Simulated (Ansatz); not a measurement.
Process, species as SMILES: C(=[CH])B(O)O -> C=CB([O])O

Wanted: isomerisation energy (electronic), in kcal/mol. Terms: spin-orbit terms left out; open shells spin-unrestricted; non-relativistic; no dispersion term unless named. First-principles rows: single points at B3LYP-D3(BJ) geometries (Ansatz, a first-principles code).

```tsv
species	coefficient	E at B3LYP/STO-3G (Ansatz), Eh	E at PBE/def2-TZVPD (Ansatz), Eh
[CH]=CB(O)O	-1	-250.52029	-253.72696
C=CB([O])O	+1	-250.56819	-253.72856
```

 1 Eh = 627.5095 kcal/mol.

**Question.** Work the quantity out at each level.

**Answer.** 
- B3LYP/STO-3G: the sum of coefficient times E is -0.04790 Eh, or -30.06 kcal/mol. Result: -30.1 kcal/mol.
- PBE/def2-TZVPD: the sum of coefficient times E is -0.00160 Eh, or -1.00 kcal/mol. Result: -1.0 kcal/mol.
